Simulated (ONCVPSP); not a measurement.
# B, ONCV: configuration errors across variants

boron (B), optimised norm-conserving Vanderbilt (ONCV), made with ONCVPSP 4.0.1 (LDA (Perdew-Wang 92), scalar-relativistic). Core [He], reference 2s1.5 (charge +1.5). Waves: 2s: rc 1.25 bohr, ncon 4, nbas 8, qcut 6 1/bohr, 2 projectors, debl 2.6 Ha; p scattering state at 0.35 Ha: rc 1.05 bohr, ncon 4, nbas 8, qcut 9.4 1/bohr, 1 projector. Local part: polynomial inside 0.70 bohr (lpopt 5, dvloc0 3 Ha). Core correction: polynomial model core, fcfact 0.6.

In the p channel the program set the typed energies aside and used 0.050 Ha.

All-electron excitation energies from the reference (eV): (1) 2s2 2p1 -19.477; (2) 2s2 -11.156; (3) 2s1 14.142; (4) 2s1 2p2 -13.792.

1 further variants failed, have other tests or too few solved ones, and are left out.

Errors AE − PS in meV (a dash: test not solved or not reliable):

```tsv
change	(1)	(2)	(3)	(4)	bound ghosts	GHOST(+) flags above zero
base	-1.9	+4.2	+6.1	-21	none	none
s: rc 1.08	-1.7	+3.9	+5.8	-20	none	none
s: rc 1.16	-1.8	+4.1	+6.0	-21	none	none
s: rc 1.3	-1.9	+4.1	+6.0	-21	none	none
s: rc 1.46	-1.6	+3.9	+5.6	-19	none	none
s: rc 1.78	-0.4	+2.4	+3.1	-8.9	none	none
```

(1) Give the same row for: s: rc 1.68.

## Answers

(1) -0.8, +3.0, +4.0, -13; bound ghosts: none; GHOST(+) flags above zero: none.
